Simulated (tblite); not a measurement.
Compound: C5H7N2S (doublet state).
Bonds: C1–N2, N2–S3, S3–C4, C4–C5, C5–C6, C6–C7, C4–N8 (double), C1–N8, C5–C7. Hydrogens: H9, H10 on C1; H11 on C5; H12, H13 on C6; H14, H15 on C7.

The geometry is computed with GFN2-xTB (gas phase). This method treats the open shell by occupation alone, without spin polarisation.

(1) What internal coordinates does the optimisation give?

Results:

(1) 
| bond | length (Å) |
| --- | --- |
| C1–N2 | 1.431 |
| N2–S3 | 1.594 |
| S3–C4 | 1.812 |
| C4–C5 | 1.453 |
| C5–C6, C5–C7 | 1.511 |
| C6–C7 | 1.486 |
| C4=N8 | 1.259 |
| C1–N8 | 1.424 |
| C1–H9, C1–H10 | 1.101 |
| C5–H11 | 1.082 |
| C6–H12, C7–H15 | 1.079 |
| C6–H13, C7–H14 | 1.078 |

Bonds in one row agree within 0.01 Å and their mean is given. A selection of angles:
| angle | degrees |
| --- | --- |
| N2–C1–N8 | 112.4 |
| N2–C1–H9 | 109.6 |
| N8–C1–H9 | 109.4 |
| H9–C1–H10 | 106.4 |
| C1–N2–S3 | 111.1 |
| N2–S3–C4 | 92.4 |
| S3–C4–C5 | 120.6 |
| S3–C4–N8 | 111.2 |
| C5–C4–N8 | 128.1 |
| C4–C5–C6 | 118.6 |
| C4–C5–H11 | 114.1 |
| C6–C5–C7 | 58.9 |
| C6–C5–H11 | 117.8 |
| C5–C6–C7 | 60.5 |
| C5–C6–H12 | 117.3 |
| C5–C6–H13 | 116.6 |
| C7–C6–H12 | 119.0 |
| C7–C6–H13 | 117.9 |
| H12–C6–H13 | 114.8 |
| C1–N8–C4 | 112.9 |

Torsions: N8–C1–N2–S3 0° (synperiplanar); C1–N2–S3–C4 0° (synperiplanar); N2–S3–C4–C5 180° (antiperiplanar); S3–C4–C5–C6 -145° (anticlinal); C4–C5–C6–C7 -108° (anticlinal); S3–C4–N8–C1 0° (synperiplanar); N2–C1–N8–C4 0° (synperiplanar); C4–C5–C7–C6 108° (anticlinal).

C4 (carbon bonded to C, N and S) is planar (angles 128.1°, 120.6° and 111.2°, sum 360.0°, 0.00 Å off the plane of its three neighbours). The 3-membered ring C5–C6–C7 has internal angles of 58.9° to 60.5°. Of the pairs four or more bonds apart, N8···H14 is among the closest relative to their van der Waals radii: 2.77 Å, 101 % of the sum of Bondi's values. The C–N distances run from 1.259 Å (C4=N8, drawn double) to 1.431 Å (C1–N2, drawn single), a spread of 0.172 Å. N2 (nitrogen bonded to C and S) is bent (angle 111.1°). The 5-membered ring C1–N2–S3–C4–N8 has internal angles of 92.4° to 112.9° (sum 540°, against 540° for a flat polygon); it is planar, 0.00 Å rms from its mean plane, widest ring torsion 0°. The 4 C–C bonds span 1.453 Å (C4–C5, drawn single) to 1.511 Å (C5–C6, drawn single), a spread of 0.058 Å.

Point group: Cs (tolerance 0.08 Å). Its GFN2-xTB frequencies are all real (lowest 43 cm⁻¹). 2 starts were optimised and ended at 0.00 and 2.87 kcal/mol (GFN2-xTB); the lowest of these is shown.

One conformer stands for the species.
